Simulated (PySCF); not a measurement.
Bonding in `CCc1ncn([SiH](C)C)n1`

Compound: C₆H₁₃N₃Si.
Numbering: `[CH3:1][CH2:2][c:3]1[n:4][cH:5][n:6]([SiH:7]([CH3:8])[CH3:9])[n:10]1` (hydrogens: H11, H12, H13 on C1; H14, H15 on C2; H16 on C5; H17 on Si7; H18, H19, H20 on C8; H21, H22, H23 on C9)

Geometry (GFN2-xTB, Å), atoms numbered from 1 in this order:
```
atom  x, y, z in Å
C1     3.470   -0.206   -1.176
C2     2.737    0.887   -0.397
C3     1.543    0.327    0.285
N4     1.616   -0.385    1.442
C5     0.375   -0.711    1.675
N6    -0.445   -0.232    0.720
Si7   -2.186   -0.341    0.429
C8    -2.416   -1.301   -1.189
C9    -2.839    1.434    0.305
N10    0.320    0.436   -0.172
H11    3.786   -0.997   -0.500
H12    4.347    0.205   -1.669
H13    2.814   -0.634   -1.930
H14    3.405    1.307    0.357
H15    2.411    1.677   -1.075
H16    0.023   -1.283    2.509
H17   -2.674   -1.070    1.607
H18   -1.885   -0.810   -2.001
H19   -2.032   -2.314   -1.111
H20   -3.463   -1.364   -1.466
H21   -2.306    1.978   -0.470
H22   -2.709    1.977    1.236
H23   -3.896    1.448    0.058
```

Bond orders from the PBE0/pcSseg-1 density (PySCF). The structure is a single GFN2-xTB conformer in the gas phase; no vibrational or solvent corrections.

(1) How far do the computed orders between heavy atoms stray from the drawn ones?

(2) Set the Mayer orders of the bonds between heavy atoms beside their lengths.

## Answers

(1) The largest departure is 0.365, at N6–N10 (drawn aromatic, 1.135), counting aromatic bonds as 1.5. Drawn single, order below 0.88: N6–Si7 (0.715). The bonds drawn aromatic range from 1.14 to 1.61.

(2) 
| bond | drawn as | length (Å) | Mayer order |
| --- | --- | --- | --- |
| C1–C2 | single | 1.529 | 1.046 |
| C2–C3 | single | 1.485 | 1.032 |
| C3–N4 | aromatic | 1.360 | 1.297 |
| N4–C5 | aromatic | 1.305 | 1.611 |
| C5–N6 | aromatic | 1.347 | 1.210 |
| N6–Si7 | single | 1.768 | 0.715 |
| Si7–C8 | single | 1.896 | 0.985 |
| Si7–C9 | single | 1.895 | 0.986 |
| N6–N10 | aromatic | 1.352 | 1.135 |
| N10–C3 | aromatic | 1.311 | 1.566 |

By pair of heavy elements: C–C: all 2 within 0.02 of one another (1.032 to 1.046). C–N: lowest C5–N6 (1.210, 1.347 Å), highest N4–C5 (1.611, 1.305 Å); in 1 of the 6 pairs the longer bond (by over 0.003 Å) has the higher order (by 0.02 or more). C–Si: all 2 within 0.02 of one another (0.985 to 0.986).

And the bonds to hydrogen?

C–H: 0.94 to 0.98 (12 bonds); H–Si: 0.94 (1 bond).

Sum the orders of all bonds at each heavy atom with more than one neighbour and set the sums beside the valence in the SMILES.

C1 3.947 (drawn 4), C2 3.957 (drawn 4), C3 3.895 (drawn 4), N4 2.908 (drawn 3), C5 3.800 (drawn 4), N6 3.060 (drawn 3), Si7 3.624 (drawn 4), C8 3.841 (drawn 4), C9 3.842 (drawn 4), N10 2.701 (drawn 3). Orders between atoms that aren't bonded are not in these sums.

Mayer orders depend on the basis set.
